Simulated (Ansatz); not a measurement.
Na6Cd⁺, relaxed as a doublet with UKS PBE/def2-SVP in Ansatz, starting from the GFN1-xTB geometry. Force threshold 0.02 eV/Å.

In the def2 sets Cd takes a core potential; there is no spin–orbit coupling. The relaxation made no stability test and no search for a lower SCF solution. The structure comes from a short search, and lower isomers may exist.

Start:

Cartesian coordinates in Å:
```
Cd -1.149 2.455 -0.669
Na 1.614 1.851 0.391
Na 3.339 -0.219 -1.278
Na 0.358 -1.187 -2.241
Na -2.407 -0.350 -0.200
Na -2.267 -1.278 2.845
Na 0.511 -1.272 1.153
```

```tsv
step	energy (eV)	largest force component (eV/Å)	SCF passes
1	-31030.0320	0.240	21
2	-31030.1021	0.204	23
3	-31030.2202	0.108	24
4	-31030.2897	0.076	24
5	-31030.3317	0.050	24
6	-31030.3677	0.059	23
7	-31030.4055	0.067	24
8	-31030.4500	0.069	23
9	-31030.4922	0.062	23
10	-31030.5156	0.033	23
11 (rejected)	-31030.5150	0.084	24
12	-31030.5193	0.018	23
13	-31030.5195	0.023	24
14 (rejected)	-31030.5194	0.020	25
15	-31030.5198	0.002	24
```

Force components are those of the run's own axes.

End:

```xyz
7

Cd   -1.129    1.493    0.066
Na    1.836    2.200    0.283
Na    3.375   -0.781   -1.000
Na    0.241    0.162   -2.437
Na   -2.691   -1.464   -0.510
Na   -2.105   -0.146    2.756
Na    0.472   -1.464    0.843
```

Bonds formed: Cd1–Na4, Cd1–Na6, Cd1–Na7 (atoms count from 1). Metal–metal contacts that move far: Na2–Na7 3.40 to 3.95 Å. The end is the same structure that another start reached.

The force fell under the threshold at step 12, but the optimiser went on. No frequencies were taken in this run, so the end may be a saddle point.

It took 55 s on 4 threads of Arm Neoverse V1 on a shared host.
